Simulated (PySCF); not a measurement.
Write Cartesian coordinates for `O(P(OCC)(=O)OCC)CC` as optimised with PBE0-D3(BJ)/def2-SVP.

```
atom  x, y, z in Å
C1    -2.824   -2.347    1.124
C2    -2.198   -0.985    0.967
O3    -1.009   -1.115    0.187
P4     0.106    0.029    0.269
O5     0.475    0.484    1.628
O6     1.293   -0.592   -0.604
C7     2.248   -1.455    0.017
C8     3.599   -1.215   -0.605
O9    -0.493    1.148   -0.705
C10    0.060    2.465   -0.698
C11   -1.019    3.446   -1.079
H12   -2.140   -3.028    1.652
H13   -3.057   -2.783    0.142
H14   -3.756   -2.272    1.703
H15   -2.882   -0.289    0.452
H16   -1.941   -0.546    1.946
H17    1.916   -2.496   -0.131
H18    2.269   -1.250    1.100
H19    3.567   -1.392   -1.690
H20    3.925   -0.179   -0.432
H21    4.346   -1.893   -0.165
H22    0.463    2.682    0.305
H23    0.897    2.494   -1.416
H24   -1.840    3.420   -0.348
H25   -0.611    4.468   -1.107
H26   -1.430    3.209   -2.071
```

Any rigid rotation of these coordinates is as good. Atoms count from 1 in this order. Of the pairs four or more bonds apart, O5···H18 is among the closest relative to their van der Waals radii: 2.55 Å, 94 % of the sum of Bondi's values. All 3 C–O bonds measure 1.428 to 1.429 Å. The O–P distances run from 1.480 Å (P4=O5, drawn double) to 1.600 Å (P4–O9, drawn single), a spread of 0.120 Å. P4 (phosphoryl phosphorus) is distorted tetrahedral (angles from 102.0° to 116.2°).

Bonds between heavy atoms (Å): C1–C2 1.507, C2–O3 1.428, O3–P4 1.600, P4=O5 1.480, P4–O6 1.599, O6–C7 1.429, C7–C8 1.507, P4–O9 1.600, O9–C10 1.428, C10–C11 1.507.

Computed with PBE0-D3(BJ)/def2-SVP geometry optimisation, gas phase (PySCF 2.14.0).

Point group: near C3, missed by 0.38 Å at most; the miss may be what the optimiser left on a soft mode. No frequency check. The numbers are those of one conformer (C1–C2–O3–P4 -159°, C2–O3–P4–O5 47°, O3–P4–O6–C7 -87°, P4–O6–C7–C8 -144°, O3–P4–O9–C10 167°).

Hardware: one thread, Arm Neoverse V2 (aarch64), no GPU, shared host. Cost: 8.6 min, 1.5 GiB resident at most. That covers the optimisation of the geometry.
